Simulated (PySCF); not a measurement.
A structure optimised at B3LYP-D3(BJ)/def2-SVP, used in a PySCF frequency run:

```xyz
7

F      1.7726    -0.9042    -0.1584
C      1.1002     0.2235    -0.3250
C     -0.3503     0.1757     0.0181
F     -0.5612     0.0196     1.3418
F     -0.9708    -0.8378    -0.5990
F     -0.9263     1.3283    -0.3512
H      1.6734     1.1520    -0.2582
```
Charge 0, spin multiplicity 2.

Problem. Write its SMILES and formula.

Solution. F[CH]C(F)(F)F, C₂HF₄

Problem. What are its rotational constants (standard atomic weights)?

Solution. 5.4677, 2.7999, 2.7447 GHz
